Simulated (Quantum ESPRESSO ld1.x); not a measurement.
Problem. Tl3+, 78 electrons, occupied as [Xe] 4f14 5d10. Calculated with ld1.x of Quantum ESPRESSO 7.5: Dirac Kohn-Sham, relativistic LDA (MacDonald-Vosko exchange, VWN5 correlation), spin-unpolarised, spherical densities, point nucleus.

Spin-orbit splittings of the eigenvalues, e(l+1/2) - e(l-1/2), with zeta = 2 splitting/(2l+1) and mean radii in bohr:

| shell | occ. | splitting (eV) | zeta (eV) | <r> j=l-1/2 | <r> j=l+1/2 |
|---|---|---|---|---|---|
| 2p | 6 | 2037 | 1358 | 0.05611 | 0.06486 |
| 3p | 6 | 453.5 | 302.3 | 0.1679 | 0.1839 |
| 3d | 10 | 97.41 | 38.96 | 0.1598 | 0.1646 |
| 4p | 6 | 110.6 | 73.71 | 0.3941 | 0.4285 |
| 4d | 10 | 20.74 | 8.294 | 0.4340 | 0.4451 |
| 4f | 14 | 4.599 | 1.314 | 0.4644 | 0.4709 |
| 5p | 6 | 20.26 | 13.50 | 0.9417 | 1.035 |
| 5d | 10 | ? | ? | 1.317 | 1.362 |

Estimate the 5d splitting.

Solution. 2.316 eV (zeta = 0.9265 eV).
